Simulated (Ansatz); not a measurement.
Series NiX2: LC-ωPBE/def2-TZVP single points in Ansatz on relaxed structures, gas phase. HOMO and LUMO are taken over both spins. Binding counts from free atoms in the multiplicity of their measured ground term, without zero-point energy. Singlets are spin-restricted. Names give formal oxidation states. The structures are stationary points that may keep the symmetry of their start. Remarks come from the PBE and PBE0 runs and from stability tests at other levels; not every state was tested. HOMO above LUMO (over both spins in singlets and doublets, within one spin in higher multiplets; at PBE or PBE0), or a gap under 0.15 eV within one spin, warns that the state may not be the lowest or that an electron is smeared out.

Problem. Estimate the order by HOMO (eV), lowest first.
A. NiMe2 (C2H6Ni) (triplet)
B. NiF2 (triplet)
C. NiCl2 (triplet)
D. Ni(NH2)2 (NiN2H4) (triplet)

Solution. B (-12.57), C (-12.09), A (-9.08), D (-8.85).

In full:

```csv
species,atoms,state,geometry,HOMO (eV),LUMO (eV),gap (eV),binding per atom (eV),lowest of the spins relaxed,point group (within 0.1 Å),remarks
NiCl2,3,triplet,PBE-D4/def2-TZVP,-12.09,-2.82,9.28,2.40,–,D∞h,"HOMO above LUMO (singlet), restricted SCF unstable (singlet)"
NiF2,3,triplet,PBE-D4/def2-TZVP,-12.57,-2.31,10.26,3.08,–,D∞h,"HOMO above LUMO (singlet), restricted SCF unstable (singlet)"
Ni(NH2)2 (NiN2H4),7,triplet,r2SCAN-D4/def2-TZVP,-8.85,-0.33,8.52,3.11,–,D2h,"near-degenerate levels, lower spin may lie lower, restricted SCF unstable at other levels (singlet), restricted SCF unstable (singlet)"
NiMe2 (C2H6Ni),9,triplet,r2SCAN-D4/def2-TZVP,-9.08,-0.38,8.71,3.43,"tie, of singlet/triplet",C2v,singlet lower at PBE
```

The gap (eV) runs from 8.52 (Ni(NH2)2) to 10.26 (NiF2).
